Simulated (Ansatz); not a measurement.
Start from `[CH3][Sb]([NH2])[SH]` and change one atom or group to get `[CH3][Sb]([NH2])[SiH3]`.

Ansatz, PBE0-D4/def2-TZVP geometries, multiplicity 1. Each molecule was computed in one conformer, which needn't be the lowest.

Elements past krypton have def2 core potentials.  Spin–orbit coupling is left out; it splits and shifts lone-pair levels of the heavy atoms by tenths of an eV.

```json
{"property": "HOMO–LUMO gap (PBE0/def2-TZVPP) / eV", "`[CH3][Sb]([NH2])[SH]`": "6.24"}
{"property": "HOMO energy (PBE/def2-TZVPP) / eV", "`[CH3][Sb]([NH2])[SH]`": "-5.73"}
{"property": "size of the dipole moment (PBE/def2-TZVPP) / D", "`[CH3][Sb]([NH2])[SH]`": "2.34"}
{"property": "LUMO energy (B3LYP/def2-TZVPP) / eV", "`[CH3][Sb]([NH2])[SH]`": "-0.82"}
{"property": "HOMO energy (PBE0/def2-TZVPP) / eV", "`[CH3][Sb]([NH2])[SH]`": "-6.84"}
{"property": "LUMO energy (ωB97M-V/def2-TZVPP) / eV", "`[CH3][Sb]([NH2])[SH]`": "1.09"}
```

**Question.** What does the change do to each property? (Estimate.)

**Answer.** Computed: 
```json
{"property": "HOMO–LUMO gap (PBE0/def2-TZVPP) / eV", "`[CH3][Sb]([NH2])[SiH3]`": "6.02", "shift": "-0.22"}
{"property": "HOMO energy (PBE/def2-TZVPP) / eV", "`[CH3][Sb]([NH2])[SiH3]`": "-5.64", "shift": "0.09"}
{"property": "size of the dipole moment (PBE/def2-TZVPP) / D", "`[CH3][Sb]([NH2])[SiH3]`": "0.18", "shift": "-2.16"}
{"property": "LUMO energy (B3LYP/def2-TZVPP) / eV", "`[CH3][Sb]([NH2])[SiH3]`": "-0.88", "shift": "-0.06"}
{"property": "HOMO energy (PBE0/def2-TZVPP) / eV", "`[CH3][Sb]([NH2])[SiH3]`": "-6.67", "shift": "0.17"}
{"property": "LUMO energy (ωB97M-V/def2-TZVPP) / eV", "`[CH3][Sb]([NH2])[SiH3]`": "0.99", "shift": "-0.10"}
```

With PBE0 the HOMO rises by 0.17 eV and the LUMO falls by 0.06 eV, so the gap narrows by about 0.23 eV. PBE moves the HOMO by 0.09 eV and ωB97M-V by 0.26 eV. Dipoles are sizes alone; their direction can turn.

B3LYP here is the variant with VWN-RPA as its local correlation; programs differ in this.
